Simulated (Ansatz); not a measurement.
(ClInS)4 cubane (In4S4Cl4), 12 atoms. Hardware: 2 threads of AMD EPYC 7R13 on a shared host and a share (18 GiB) of an NVIDIA H100 80GB HBM3.

In the def2 sets In takes a core potential; there is no spin–orbit coupling. Correlated methods freeze 56 core orbitals; core or outer-core shells of In are correlated, in sets that lack core-valence functions. Single mean-field runs in def2-TZVP are fitted with def2-universal-jkfit.

Question: How many basis functions does each of these Ansatz runs have, and roughly what does it cost? PBE0-D4/def2-TZVP, charge 1 doublet at the geometry of the charge 0 singlet, energy; PBE-D4/def2-TZVP, charge 0 singlet, energy and forces, from earlier orbitals; BLYP-D4/def2-TZVP, charge 0 singlet, energy, from earlier orbitals; PBE0-D4/def2-TZVP, charge 0 triplet at the geometry of the charge 0 singlet, energy; PBE-D4/def2-TZVP, charge 1 doublet at the geometry of the charge 0 singlet, energy, from earlier orbitals; r2SCAN-D4/def2-TZVP, charge 0 triplet at the geometry of the charge 0 singlet, energy, from earlier orbitals; r2SCAN-D4/def2-TZVP, charge 0 singlet, energy and forces, from earlier orbitals; revPBE-D4/def2-TZVP, charge 0 singlet, energy, from earlier orbitals; revPBE-D4/def2-TZVP, charge -1 doublet at the geometry of the charge 0 singlet, energy, from earlier orbitals; MP2/def2-TZVP, charge 0 singlet, energy, from earlier orbitals; B2PLYP/def2-TZVP, charge 0 singlet, energy, from earlier orbitals; RPA@PBE/def2-TZVP, charge 0 singlet, energy, from earlier orbitals.

Answer: Other jobs shared the machine, so times can vary by a factor of up to 3.

```csv
run,functions,fitting or Cholesky vectors,wall time,peak host memory (GiB)
"revPBE-D4/def2-TZVP, charge 0 singlet, energy, from earlier orbitals",496,1896,2.8 s,0.97
"BLYP-D4/def2-TZVP, charge 0 singlet, energy, from earlier orbitals",496,1896,3.2 s,0.97
"B2PLYP/def2-TZVP, charge 0 singlet, energy, from earlier orbitals",496,1896,4.9 s,2.3
"MP2/def2-TZVP, charge 0 singlet, energy, from earlier orbitals",496,3648,4.9 s,1.1
"PBE-D4/def2-TZVP, charge 0 singlet, energy and forces, from earlier orbitals",496,1896,5.5 s,0.99
"r2SCAN-D4/def2-TZVP, charge 0 singlet, energy and forces, from earlier orbitals",496,1896,6 s,1
"RPA@PBE/def2-TZVP, charge 0 singlet, energy, from earlier orbitals",496,3648,6.5 s,3
"PBE0-D4/def2-TZVP, charge 0 triplet at the geometry of the charge 0 singlet, energy",496,1896,8.5 s,1.2
"revPBE-D4/def2-TZVP, charge -1 doublet at the geometry of the charge 0 singlet, energy, from earlier orbitals",496,1896,10 s,1.1
"r2SCAN-D4/def2-TZVP, charge 0 triplet at the geometry of the charge 0 singlet, energy, from earlier orbitals",496,1896,13 s,1.3
"PBE-D4/def2-TZVP, charge 1 doublet at the geometry of the charge 0 singlet, energy, from earlier orbitals",496,1896,21 s,1.1
"PBE0-D4/def2-TZVP, charge 1 doublet at the geometry of the charge 0 singlet, energy",496,1896,32 s,1.2
```
